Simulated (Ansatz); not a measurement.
System: C4H10Si2, net charge 0, singlet state. 
Structure (B3LYP-D3(BJ)/def2-TZVP (Ansatz, an electronic-structure program) minimum search):
```xyz
16

Si     2.6772     0.9986     0.0040
C      2.0855    -0.8017     0.0689
C      0.6626    -0.8839    -0.2042
C     -0.5168    -0.8927    -0.4451
C     -1.9490    -0.8606    -0.6764
Si    -2.7895     0.3699     0.4961
H      4.1331     1.0538     0.2856
H      1.9533     1.7966     1.0185
H      2.4200     1.5603    -1.3409
H      2.6602    -1.3889    -0.6541
H      2.3156    -1.2084     1.0585
H     -2.3943    -1.8495    -0.5294
H     -2.1700    -0.5660    -1.7070
H     -4.2510     0.3824     0.2393
H     -2.2425     1.7260     0.2689
H     -2.5455    -0.0317     1.8995
```

Total electronic energies in hartree. Correlated levels leave the core frozen unless marked. Spin-orbit coupling is left out. No relativistic terms. CBS(X,Y): correlation extrapolated as X^-3; Hartree-Fock from the larger set.

```csv
level,program,energy (Eh)
HF/cc-pV(Q+d)Z,Ansatz,-735.20475
RI-HF/cc-pV(Q+d)Z,Ansatz,-735.20462
BLYP-D3(BJ)/def2-TZVPD,Ansatz + dftd3,-737.36944
BLYP-D4/def2-TZVPD,Ansatz + dftd4,-737.36898
B3LYP/def2-TZVPD,Ansatz,-737.48923
PBE0-D4/def2-TZVP,Ansatz + dftd4,-736.99876
PBE0/def2-TZVPD,Ansatz,-736.98820
wB97X-V/def2-TZVPD,Ansatz,(withheld)
B2GP-PLYP-D3(BJ)/def2-TZVPD,Ansatz + dftd3,-736.92983
B2PLYP/def2-TZVPD,Ansatz,-737.03693
MP2/6-31G*,Ansatz,-735.72538
MP2/cc-pV(T+d)Z,Ansatz,-736.08811
SCS-MP2/cc-pVTZ,Ansatz,-736.09720
SCS-MP2/cc-pwCVTZ,Ansatz,-736.11768
CCSD/6-31G,Ansatz,-735.43837
CCSD/aug-cc-pV(T+d)Z,Ansatz,-736.16964
CCSD/cc-pV(T+d)Z,Ansatz,-736.15427
CCSD/cc-pVTZ,Ansatz,-736.14817
CCSD/cc-pV(Q+d)Z,Ansatz,-736.21829
CCSD(T)/6-31G,Ansatz,-735.45307
CCSD(T)/6-31G*,Ansatz,-735.81962
CCSD(T)/cc-pwCVTZ,Ansatz,-736.20921
"CCSD(T)/CBS(cc-pV(T+d)Z,cc-pV(Q+d)Z)",Ansatz,-736.3014
```

Task: Complete the blanks.

Result: 
- wB97X-V/def2-TZVPD, energy (Eh): -737.29805
